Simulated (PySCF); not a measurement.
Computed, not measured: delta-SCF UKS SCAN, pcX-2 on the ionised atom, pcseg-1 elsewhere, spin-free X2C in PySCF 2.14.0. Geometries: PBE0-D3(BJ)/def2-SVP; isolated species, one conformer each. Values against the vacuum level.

Question: Order these sites by rising C 1s binding energy.
A. Carbon in `O=C[SiH3]`
B. C2 in `[AlH3-:1][CH:2]1[CH2:3][CH2:4][CH2:5][CH2:6]1`
C. C7 in `[CH3:1][CH2:2][O:3][Si@H:4]1[CH2:5][CH2:6][CH2:7][O:8]1`
D. C3 in `[CH3:1][P:2]([CH2:3][PH2:4])[CH2:5][PH2:6]`
E. C6 in `[CH3:1][c:2]1[cH:3][n:4][s:5][cH:6]1`

Answer: B (284.60 eV), D (290.47 eV), E (290.93 eV), C (292.00 eV), A (293.48 eV).

From the lowest up, the atoms are bonded to: 2 C, H and Al in a species of charge -1 (284.60); 2 H and 2 P (290.47); S (aromatic in the SMILES), C (aromatic in the SMILES) and H (290.93); O, C and 2 H (292.00); O (double bond), H and Si (293.48).

1 of these hole states is spin-contaminated (⟨S²⟩ 0.88, against 0.75; counted from 0.85) and less certain. The basis sets have no added diffuse functions, a weakness for anions.
